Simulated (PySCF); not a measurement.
Electron correlation in Ar (argon, neutral)

[Ar], closed-shell 1S. Calculation: PySCF 2.14, in aug-cc-pwCVQZ (10s9p7d5f3g, 134 functions); no relativity, point nucleus. Frozen: [Ne]; 8 electrons correlated.

MP2 pair energies summed by pair of shells (mhartree):

```json
{"pair": "3p-3p", "energy": "-169.39", "share (%)": "71.6"}
{"pair": "3s-3p", "energy": "-57.10", "share (%)": "24.1"}
{"pair": "3s-3s", "energy": "-10.04", "share (%)": "4.2"}
```

Total MP2 correlation energy: -236.53 mhartree.

Same-spin part -55.55 and opposite-spin part -180.98 mhartree; SCS-MP2 scales them by 1/3 and 6/5 to -235.69 mhartree.
